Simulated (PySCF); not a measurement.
Species: SbMe3, C3H9Sb.
Bonds: Sb1–C2, Sb1–C6, Sb1–C10. Hydrogens: H3, H4, H5 on C2; H7, H8, H9 on C6; H11, H12, H13 on C10.

Method: PySCF 2.14.0, PBE0-D3(BJ)/def2-SVP geometry optimisation, gas phase, def2 core potentials past Kr; density fitting, grid level 1; the optimiser is geomeTRIC in internal coordinates, started from a GFN2-xTB structure with every atom displaced at random (about 0.03 Å).

Step 0: E = -9789.0226 eV
```
atom  x, y, z in Å  |  force x, y, z in eV/Å
Sb1     0.0737   -0.0720    1.2382   -1.082   1.269  -0.260
C2      1.8056   -0.0178    0.0264    0.074  -0.979  -0.009
H3      2.3912    0.8265    0.2844    1.039   1.040   0.725
H4      1.6660    0.0797   -1.0288   -0.710  -0.019  -1.165
H5      2.3617   -0.9445    0.1714    0.389  -0.149   0.219
C6     -0.9205    1.5903    0.0418    1.027  -0.230   1.256
H7     -0.7737    1.3480   -1.0065   -0.232  -0.184  -0.439
H8     -0.3900    2.5434    0.2504   -0.264  -0.279   0.041
H9     -1.9671    1.6608    0.3540   -0.143   0.048  -0.198
C10    -0.9188   -1.5784    0.0881   -0.454   0.547  -1.517
H11    -2.0070   -1.5857    0.2603    0.101  -0.066   0.299
H12    -0.4854   -2.5296    0.3680    0.090  -0.672  -0.083
H13    -0.8051   -1.3727   -1.0255    0.167  -0.326   1.131
```

Task: Estimate the geometry and energy of step 1. (The exact step hangs on the optimiser's Hessian estimate; all steps are aligned on step 0, rigid shifts and turns removed.)

Result: E = -9789.2634 eV, largest force 0.373 eV/Å
```
atom  x, y, z in Å  |  force x, y, z in eV/Å
Sb1     0.0229    0.0026    1.2067    0.135  -0.347  -0.021
C2      1.8507    0.0054    0.0110    0.031  -0.021  -0.079
H3      2.4741    0.8691    0.2917   -0.025  -0.058   0.062
H4      1.6550    0.0656   -1.0728   -0.161  -0.010   0.104
H5      2.4208   -0.9165    0.2038   -0.001   0.044   0.058
C6     -0.9047    1.5757    0.0703    0.203   0.054  -0.017
H7     -0.7785    1.3227   -0.9912   -0.198   0.119  -0.058
H8     -0.3916    2.5239    0.2847   -0.076   0.045  -0.020
H9     -1.9619    1.6542    0.3523   -0.071   0.055  -0.125
C10    -0.9588   -1.5844    0.0663    0.047   0.113   0.022
H11    -2.0424   -1.5877    0.2561    0.025   0.010   0.153
H12    -0.5409   -2.5599    0.3539   -0.028  -0.005  -0.026
H13    -0.8141   -1.4227   -1.0105    0.120   0.000  -0.054
```

The energy changes by -0.2408 eV. The first-order estimate −F·Δx gives -0.5121 eV and the mean of the old and new forces, exact on a quadratic surface, -0.2355 eV. The step makes an angle of 52° with the force vector and moves no atom by more than 0.096 Å.

The cost below is that of the whole optimisation. The run took 28 s of wall time on one thread, Arm Neoverse V1 (aarch64), no GPU, shared host with 32 logical CPUs at a one-minute load of 19, and the process peaked at 0.45 GiB of memory.
